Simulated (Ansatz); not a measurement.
Basis sets compared for (NaH)4 ring (Na₄H₄). The state is a singlet with charge 0. Geometry PBE0-D4/def2-SVP. Ansatz on 2 threads of Intel Xeon 6975P-C on a shared host; times are rough, and most runs start from earlier orbitals.

```tsv
atom	x (Å)	y (Å)	z (Å)
Na1	1.224	-1.137	-1.957
Na2	-0.111	2.184	-1.355
Na3	-1.224	1.137	1.957
Na4	0.111	-2.184	1.355
H5	0.836	0.787	-2.488
H6	-0.997	2.480	0.449
H7	-0.836	-0.787	2.488
H8	0.997	-2.480	-0.449
```

Another isomer (singlet) lies 0.18 eV lower at PBE0-D4/def2-TZVP; other spin states weren't run for this one.

```
           level  functions  energy (Eh)  HOMO (eV)  LUMO (eV)  wall time
 PBE-D4/def2-SVP         80    -650.8392      -4.43      -0.67     0.85 s
PBE0-D4/def2-SVP         80    -650.9058      -5.50      -0.11      1.6 s
```

Estimate the rows for PBE-D4/def2-TZVP (with forces), PBE0-D4/def2-TZVP.


```
                         level  functions  energy (Eh)  HOMO (eV)  LUMO (eV)  wall time
PBE-D4/def2-TZVP (with forces)        152    -651.0857      -4.49      -0.74      1.7 s
             PBE0-D4/def2-TZVP        152    -651.1487      -5.55      -0.19      1.8 s
```
